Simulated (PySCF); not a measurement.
## Heteronuclear NMR

Structure with atom numbers: `[CH3:1][c:2]1[n:3][n:4][cH:5][c:6]([CH:7]=[O:8])[n:9]1` (H(Xn): hydrogen on atom n).

How the numbers were obtained: GFN2-xTB structure, GIAO PBE0/pcSseg-1 shieldings, in PySCF 2.14.0 with density-fitted response routines (non-relativistic Hamiltonian, gas phase, a single conformation, fast rotation and ring inversion assumed for equivalent nuclei).

(1) What are the 15N shifts?

(2) What are the 17O shifts?

Results:

(1) 
| atoms | environment | σ (ppm) | δ (ppm) |
| --- | --- | --- | --- |
| N4 | pyridine-type ring nitrogen | -223.6 | 58.0 |
| N3 | pyridine-type ring nitrogen | -185.8 | 23.1 |
| N9 | pyridine-type ring nitrogen | -43.2 | -108.2 |

Shieldings were converted by a linear fit to measured shifts: 15N: δ = -148.07 − 0.921σ (rms 6.3 ppm, 71 shifts vs CH3NO2, solution or neat liquid). A few per cent of atoms miss by over 2 rms, more outside the fitted compound classes.

On a 300 MHz spectrometer 15N resonates near 30.4 MHz, so 1 ppm is 30.4 Hz.

(2) 
```
atoms      environment  σ (ppm)  δ (ppm)
   O8  aldehyde oxygen   -412.8    642.7
```

Shieldings were converted by a linear fit to measured shifts: 17O: δ = 266.70 − 0.911σ (rms 10.7 ppm, 155 shifts, 12.2 ppm with the 3 outliers that the fit left out vs liquid water, solution or neat liquid). A few per cent of atoms miss by over 2 rms, more outside the fitted compound classes.

On a 600 MHz spectrometer 17O resonates near 81.3 MHz, so 1 ppm is 81.3 Hz.
